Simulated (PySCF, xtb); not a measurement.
BCl, SMILES [B]Cl (connectivity only; charge and spin as stated), charge +1, multiplicity 2.

Geometry optimised at B3LYP-D3(BJ)/def2-TZVPD.

Level of theory: C-PCM-M06-2X/def2-TZVPD in PySCF.

The values are the electrostatic part of the solvation free energy, E(continuum) − E(gas) at the gas-phase geometry, in a cavity of scaled van der Waals radii (PySCF's table); cavitation and dispersion terms are not included.

| solvent | ε | ΔG(elec) (kcal/mol) |
|---|---|---|
| water | 78.36 | … |
| toluene | 2.37 | -38.0 |
| benzene | 2.27 | -36.7 |

### Question
Some entries are withheld; supply them. (An estimate is asked for; the answer gives what the named calculation found.)

### Answer

- water, ΔG(elec) (kcal/mol): -64.8

For comparison, GFN2-xTB/ALPB(water) (xtb, at the GFN2-xTB geometry, all terms of that model) gives -63.0 kcal/mol.
